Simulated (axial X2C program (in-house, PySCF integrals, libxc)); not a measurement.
# Spin–orbit effects down a group: molecules with Ag (ions), MP2

All values come from calculations with an in-house all-electron X2C program for linear molecules (integrals from PySCF), spin-free (one-electron X2C) or two-component (2c: spin–orbit coupling with atomic mean-field Coulomb and Gaunt terms, which also bring small scalar terms), in Dyall basis sets with cores contracted in-house; open shells are unrestricted.

Basis sets: Ag dyall-cv3z, H dyall-v3z, Li dyall-cv3z, Na dyall-cv3z. Frozen shells (counts by l): AgH⁺ Ag 4s3p1d, H none, 11 electrons correlated; LiAg⁺ Ag 4s3p1d, Li 1s, 11 electrons correlated; NaAg⁺ Ag 4s3p1d, Na 2s1p, 11 electrons correlated. Where the outer core of a metal is frozen, bonds come out longer and ionisation energies lower.

| molecule | spin-free state | Re (Å) | ωe (cm⁻¹) | De (eV) | 2c state | Re 2c (Å) | ωe 2c (cm⁻¹) | De 2c (eV) |
| --- | --- | --- | --- | --- | --- | --- | --- | --- |
| AgH⁺ | M_S = 1/2, Λ = 0 | 1.789 | 696.7 | 0.38 | Ω = 1/2 | 1.789 | 695.3 | 0.38 |
| LiAg⁺ | M_S = 1/2, Λ = 0 | 2.761 | 226.9 | 0.57 | Ω = 1/2 | 2.762 | 226.8 | 0.57 |
| NaAg⁺ | M_S = 1/2, Λ = 0 | 3.122 | 111.6 | 0.34 | Ω = 1/2 | 3.123 | 111.5 | 0.34 |

Work out the shifts from the spin-free to the two-component result.



```json
{"molecule": "AgH⁺", "2c state": "Ω = 1/2", "ΔRe (Å)": "0.000", "Δωe (cm⁻¹)": "-1.4", "ΔDe (eV)": "0.00"}
{"molecule": "LiAg⁺", "2c state": "Ω = 1/2", "ΔRe (Å)": "0.001", "Δωe (cm⁻¹)": "-0.1", "ΔDe (eV)": "0.00"}
{"molecule": "NaAg⁺", "2c state": "Ω = 1/2", "ΔRe (Å)": "0.001", "Δωe (cm⁻¹)": "-0.1", "ΔDe (eV)": "0.00"}
```

Shifts of one unit in the last digit are rounding.

Fragments in 2c: Ag+ + H, Ag + Li+, Ag + Na+. Each entry is the lowest single determinant of a limited PBE0 search at one distance. De goes to single-determinant-based atoms at the same level (for ions the charge split of lowest energy) and is withheld (n/a) where an atom does not fit its ground term or J level. Main or longest-lived isotopes.
